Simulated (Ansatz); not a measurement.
System: sum formula H2BO2Br (charge 0, singlet). 
Geometry from a B3LYP-D3(BJ)/def2-TZVP (Ansatz, a quantum-chemistry and plane-wave program) optimisation:
SMILES: OB(O)Br
```xyz
6

O      1.6455    -1.1399     0.4064
B      0.3246    -0.9027     0.2771
O     -0.5544    -1.8945     0.5250
Br    -0.3166     0.8805    -0.2703
H      2.2062    -0.3838     0.2124
H     -1.4760    -1.6469     0.4109
```

Total electronic energies in hartree. Correlated levels leave the core frozen unless marked. No spin-orbit coupling. The frozen core is the preceding noble-gas configuration, with the filled d and f shells of earlier blocks. No relativistic terms. CBS marks a two-point X^-3 extrapolation of the correlation energy; Hartree-Fock from the larger set (for Q and 5 zeta extrapolated as (X+1)exp(-9√X)). The bracket is a focal-point correction in the basis named.

```tsv
level	program	energy (Eh)
HF/aug-cc-pVQZ	Ansatz	-2748.28349
revPBE-D4/def2-TZVPD	Ansatz + dftd4	-2750.61820
RPA@PBE/cc-pVQZ	Ansatz	(withheld)
SCS-MP2/STO-3G	Ansatz	-2718.15853
CCSD/STO-3G	Ansatz	-2718.17804
CCSD/CBS(cc-pVTZ,cc-pVQZ)	Ansatz	-2749.1362
CCSD(T)/cc-pV5Z	Ansatz	-2749.15257
RI-MP2/CBS(aug-cc-pVTZ,aug-cc-pVQZ)+[CCSD(T)-MP2]/aug-cc-pVTZ	Ansatz	-2749.1782
CCSD(T)/CBS(cc-pVQZ,cc-pV5Z)	Ansatz	-2749.1754
```

Problem. What belongs in the gaps?

Solution. 
- RPA@PBE/cc-pVQZ, energy (Eh): -2749.49559
